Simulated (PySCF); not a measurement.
Species: C₃H₇FO₂Si.
Bonds: F1–C2, C2–Si3, Si3–O4, O4–C5, C5–C6, C6–O7, Si3–O7. Hydrogens: H8, H9 on C2; H10 on Si3; H11, H12 on C5; H13, H14 on C6.

Computed geometry: GFN2-xTB, gas phase.

Entries marked ? are missing. Bonds in one row agree within 0.01 Å.

```json
{"coordinate": "F1–C2", "value": "?"}
{"coordinate": "C2–Si3", "value": "1.904 Å"}
{"coordinate": "Si3–O4, Si3–O7", "value": "1.638 Å"}
{"coordinate": "O4–C5, C6–O7", "value": "?"}
{"coordinate": "C5–C6", "value": "?"}
{"coordinate": "C2–H8, C2–H9", "value": "1.092 Å"}
{"coordinate": "Si3–H10", "value": "1.457 Å"}
{"coordinate": "C5–H11, C6–H13", "value": "1.093 Å"}
{"coordinate": "C5–H12, C6–H14", "value": "1.093 Å"}
{"coordinate": "F1–C2–Si3", "value": "?"}
{"coordinate": "C2–Si3–O4", "value": "112.3°"}
{"coordinate": "O4–Si3–O7", "value": "?"}
{"coordinate": "Si3–O4–C5", "value": "112.2°"}
{"coordinate": "O4–C5–C6", "value": "?"}
```

Problem. Fill in the missing values.

Solution. 
- F1–C2 = 1.380 Å, drawn single (alkyl fluorine to sp3 C–F carbon); 0.05 Å above the sum of covalent radii, 1.33 Å.
- O4–C5, C6–O7 = 1.399 Å, drawn single (silyl ether oxygen to sp3 carbon bound to oxygen); 0.02 Å below the sum of covalent radii, 1.42 Å.
- C5–C6 = 1.548 Å, drawn single (both ends sp3 carbon bound to oxygen); 0.03 Å above the sum of covalent radii, 1.52 Å.
- F1–C2–Si3 = 109.2°, at the sp3 C–F carbon; the outer atoms are 2.693 Å apart.
- O4–Si3–O7 = 96.3°, at the oxygen-bound silicon, inside a 5-membered ring; the outer atoms are 2.442 Å apart.
- O4–C5–C6 = 108.5°, at the sp3 carbon bound to oxygen, inside a 5-membered ring; the outer atoms are 2.393 Å apart.

Radii are Cordero's, carbon taken as 0.76, 0.73 or 0.69 Å for four, three, and two or fewer neighbours.

GFN2-xTB frequencies: not computed here. The numbers are those of one conformer (F1–C2–Si3–O4 137°, C2–Si3–O4–C5 129°, Si3–O4–C5–C6 -3°, O4–C5–C6–O7 -10°, C5–C6–O7–Si3 18°).
